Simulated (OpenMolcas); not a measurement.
# 4f⁴ along the 58-electron sequence

```json
{"Program": "OpenMolcas", "Method": "RASSCF", "Basis": "ANO-R2", "Scalar Hamiltonian": "X2C, finite nucleus", "Spin-orbit coupling": "state interaction with AMFI integrals over the reference wave functions, term energies averaged over their components"}
```

Active space for each ion: 4 electrons in 12 orbitals (RAS2 4f; RAS3 5d, at most 1 electron).

Computed levels in cm-1 above ⁵I₄:

| Level | Nd2+ | Pm3+ | Sm4+ |
| --- | --- | --- | --- |
| ⁵I₅ | 1194 | 1573 | 2023 |
| ⁵I₆ | 2535 | 3322 | 4247 |
| ⁵I₇ | 3983 | 5192 | 6596 |
| ⁵I₈ | 5513 | 7145 | 9019 |
| ⁵F₁ | 14456 | 16685 | 18675 |
| ⁵F₂ | 14971 | 17206 | 19298 |
| ⁵F₃ | 15709 | 18113 | 20470 |
| ⁵S₂ | 16173 | 18894 | 21452 |
| ⁵F₄ | 16518 | 19162 | 21740 |
| weight of ⁵I in the lowest level (%) | 98 | 98 | 97 |

Measured, with the error of the calculation in %. Measured levels: Nd2+ from Ding et al., The Spectrum and Energy Levels of the Low-lying Configurations of Nd III (preprint, 2023).

```json
{"Level": "⁵I₅", "Nd2+": "1138 (+5.0)"}
{"Level": "⁵I₆", "Nd2+": "2388 (+6.2)"}
{"Level": "⁵I₇", "Nd2+": "3715 (+7.2)"}
{"Level": "⁵I₈", "Nd2+": "5093 (+8.2)"}
{"Level": "⁵F₂", "Nd2+": "10774 (+39.0)"}
{"Level": "⁵F₃", "Nd2+": "11425 (+37.5)"}
{"Level": "⁵F₄", "Nd2+": "12181 (+35.6)"}
```

The fine-structure level ⁵I₈ changes by a factor of 1.64 from Nd2+ to Sm4+. Its fourth root runs 8.62, 9.19, 9.75, with steps per unit of Z of 0.58, 0.55; equal steps would mean a (Z - σ)^4 law with constant σ.

⁵F₁ changes by a factor of 1.29 over the same range, with steps per unit of Z of +2230, +1990 cm-1.

High states are left out of the spin-orbit mixing, which shifts the levels that they would mix with. Without dynamic correlation excited terms often stand tens of per cent too high (terms of higher spin than the ground term too low), and those without a measured partner can miss by more than the paired ones. Computed and measured levels are paired by configuration, term and J; levels that our copy of the source lacks, or whose pairing is in doubt (as where it misses far off the trend of its configuration), stay unpaired and out of the deviations. Levels of configurations outside the active space are missing.
